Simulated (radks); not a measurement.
Results of a calculation; reference values are marked as such.
N, 7 electrons, occupied as [He] 2s1 2p3 3p1 (not the ground configuration).

Code: a radial shooting solver on a logarithmic mesh with Libxc functionals. Model: non-relativistic Kohn-Sham, PW91, spin-unpolarised, spherical densities, point nucleus.

Energy parts (eV):
part                     energy
total                 -1459.415
kinetic                1455.271
electron-nucleus      -3379.945
Hartree                 635.301
exchange-correlation   -170.042

Orbitals (lengths in bohr, moments of r in powers of bohr; r(max) is where P^2 peaks):
| orbital | occ. | eigenvalue (eV) | r(max) | <r^2> | <r^4> |
|---|---|---|---|---|---|
| 1s | 2 | -397.1238 | 0.1483 | 0.07138 | 0.01341 |
| 2s | 1 | -27.8663 | 0.9904 | 1.871 | 6.574 |
| 2p | 3 | -16.1507 | 0.9200 | 2.098 | 10.07 |
| 3s | 0 | -2.6905 | 4.402 | 31.42 | 1630 |
| 3p | 1 | -1.3965 | 5.784 | 52.33 | 4579 |

The highest occupied level is 3p at -1.397 eV. The configuration is held as typed, so some empty levels lie below it. Virial ratio -V/T = 2.00285. The electron density at the nucleus is 203 e/bohr^3. The density falls to 0.001 e/bohr^3 at r = 3.39 bohr.
